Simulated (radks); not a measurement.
Task: These are the eigenvalues of the occupied orbitals of an atom or ion with whole-number occupations (eV). All-electron calculation, non-relativistic Kohn-Sham, TPSS, spin-unpolarised, spherical densities, point nucleus; meta-GGA in the generalised Kohn-Sham scheme. Program: a radial shooting solver on a logarithmic mesh with Libxc functionals.

1s: -675.1324
2s: -99.5832
2p: -86.6712
3p: -26.4034

Which element is it, and in what charge state? The configuration may be excited.

Result: Z = 8, oxygen, charge +3: O3+ in 1s1 2s2 2p1 3p1. The list shows which subshells hold electrons but not how many an open one holds; the 1s level, -24.811 hartree, gives Z - s = 7.0 by -(Z - s)^2/2, which with screening narrows Z to a few neighbours, and the depths of the outer levels then fix element, charge and occupations together.
